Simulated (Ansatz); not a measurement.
Program: Ansatz. Geometries: PBE0-D4/def2-TZVP. ΔE: electronic, gas phase. CCSD(T)/CBS is the MP2 limit (def2-TZVPP, def2-QZVPP) plus CCSD(T) − MP2 in def2-TZVPP, frozen cores. This one scheme is used for every species. Functionals use def2-TZVPP. B3LYP here is the variant with VWN-RPA as its local correlation; programs differ in this. Each species was taken in one conformer, which may not be the lowest.

Reaction (hydrogenolysis of a C–C bond): `CCCCCCCCCCC` + H₂ → `CCCCCCCCC` + `CC`

```json
{"level": "B3LYP-D4", "ΔE (kcal/mol)": "-13.6", "difference from CCSD(T)/CBS": "-1.6"}
{"level": "ωB97X-V", "ΔE (kcal/mol)": "-12.8", "difference from CCSD(T)/CBS": "-0.8"}
{"level": "B2PLYP", "ΔE (kcal/mol)": "-14.6", "difference from CCSD(T)/CBS": "-2.6"}
{"level": "PBE", "ΔE (kcal/mol)": "-14.4", "difference from CCSD(T)/CBS": "-2.4"}
{"level": "r2SCAN", "ΔE (kcal/mol)": "-13.4", "difference from CCSD(T)/CBS": "-1.4"}
{"level": "HF/def2-TZVPP", "ΔE (kcal/mol)": "-18.0", "difference from CCSD(T)/CBS": "-6.0"}
{"level": "MP2/def2-TZVPP", "ΔE (kcal/mol)": "-11.2", "difference from CCSD(T)/CBS": "0.8"}
{"level": "HF/def2-QZVPP", "ΔE (kcal/mol)": "-18.0", "difference from CCSD(T)/CBS": "-6.0"}
{"level": "HF/CBS(def2)", "ΔE (kcal/mol)": "-18.0", "difference from CCSD(T)/CBS": "-6.0"}
{"level": "CCSD/CBS(def2)", "ΔE (kcal/mol)": "-13.1", "difference from CCSD(T)/CBS": "-1.1"}
{"level": "CCSD(T)/CBS", "ΔE (kcal/mol)": "-12.0", "difference from CCSD(T)/CBS": "0"}
```

Largest T1 diagnostic among the species: 0.009.

In def2-TZVPP, CCSD(T) changes the Hartree–Fock value by +5.7 kcal/mol (the triples alone add +1.1 kcal/mol) and MP2 by +6.8 kcal/mol. The D4 term adds +2.8 kcal/mol with B3LYP and +1.6 kcal/mol with PBE0; it sums over pairs of atoms, weighted by their polarisabilities, and B3LYP, whose exchange is more repulsive, gets the larger term.
